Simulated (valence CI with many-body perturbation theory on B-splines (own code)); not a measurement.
Forbidden lines of Tb LI

Method: configuration interaction combined with many-body perturbation theory (CI+MBPT): five valence electrons over a frozen Dirac-Fock core [Ne], radial functions for each j: 9 s, 9 p, 8 d, 6 f, 3 g, 1 h, with the one-electron correlation potential Σ1, the two-electron term Σ2, the three-electron term Σ3, Breit, model QED; selected CI, second order for the rest (own B-spline code, finite nucleus).

No measured spectrum was set against this ion. As an estimate, large intervals hold to a few tenths of a per cent, small ones and those within an open d or f shell to about a per cent. Among the levels kept, up to 600 cm⁻¹ of a level comes from second order outside the variational space, and about a tenth of that is noise between levels of different J, which matters for small intervals.

Lines 1 to 14 of 14 in falling wavelength, among levels below 4976.6 × 10³ cm⁻¹, chosen from the decays that carry over 1 % of a level's rate. Wavelengths and rates use the calculated energies. Electric multipoles are in the length gauge, E1 and E2 with the static RPA response of the core. Weak lines are less certain than strong ones. Lines between different terms over intervals too small for the method are left out, as are lines whose strength nearly cancels. The highest levels of a list are the least certain.

Levels are named by their leading jj configuration (3d3/2^4 stands for four electrons in 3d with j = 3/2), which in mixed levels can hold well under half, so a name can repeat and another be missing. Letters in brackets count levels of one name in rising energy.

| λ vac (Å) | Upper | Lower | Type | A (s⁻¹) | Branch % |
| --- | --- | --- | --- | --- | --- |
| 274.9 | (3s^2 3p1/2 3p3/2 3d5/2) J=9/2 | (3s^2 3p1/2 3p3/2 3d3/2) J=7/2 | M1 | 5.48e+05 | 66.7 |
| 75.54 | (3s^2 3p3/2^2 3d5/2) J=9/2 | (3s^2 3p1/2 3p3/2 3d5/2) J=7/2 [b] | M1 | 1.61e+07 | 20.8 |
| 73.42 | (3s^2 3p1/2 3p3/2 3d5/2) J=7/2 [a] | (3s^2 3p1/2^2 3d5/2) J=5/2 | M1 | 3.29e+07 | 5.5 |
| 68.92 | (3s^2 3p1/2 3p3/2^2) J=3/2 | (3s^2 3p1/2^2 3p3/2) J=3/2 | M1 | 5.83e+07 | 99.7 |
| 68.91 | (3s^2 3p1/2 3p3/2 3d5/2) J=9/2 | (3s^2 3p1/2^2 3d5/2) J=5/2 | E2 | 2.62e+05 | 31.9 |
| 68.32 | (3s^2 3p3/2^3) J=3/2 | (3s^2 3p1/2 3p3/2^2) J=1/2 | M1 | 1.46e+07 | 10.8 |
| 67.12 | (3s^2 3p3/2^2 3d5/2) J=9/2 | (3s^2 3p1/2 3p3/2 3d5/2) J=9/2 | M1 | 2.57e+07 | 33.3 |
| 65.20 | (3s^2 3p1/2 3p3/2^2) J=5/2 | (3s^2 3p1/2^2 3p3/2) J=3/2 | M1 | 1.02e+07 | 94.0 |
| 65.20 | (3s^2 3p1/2 3p3/2^2) J=5/2 | (3s^2 3p1/2^2 3p3/2) J=3/2 | E2 | 6.43e+05 | 6.0 |
| 63.78 | (3s^2 3p3/2^3) J=3/2 | (3s^2 3p1/2 3p3/2^2) J=5/2 | M1 | 1.75e+07 | 12.9 |
| 63.32 | (3s^2 3p3/2^2 3d5/2) J=9/2 | (3s^2 3p1/2 3p3/2 3d5/2) J=7/2 [a] | M1 | 2.14e+07 | 27.7 |
| 61.06 | (3s^2 3p1/2 3p3/2^2) J=1/2 | (3s^2 3p1/2^2 3p3/2) J=3/2 | M1 | 3.66e+07 | 98.3 |
| 61.06 | (3s^2 3p1/2 3p3/2^2) J=1/2 | (3s^2 3p1/2^2 3p3/2) J=3/2 | E2 | 6.39e+05 | 1.7 |
| 60.59 | (3s^2 3p3/2^3) J=3/2 | (3s^2 3p1/2 3p3/2^2) J=3/2 | M1 | 7.33e+07 | 54.1 |
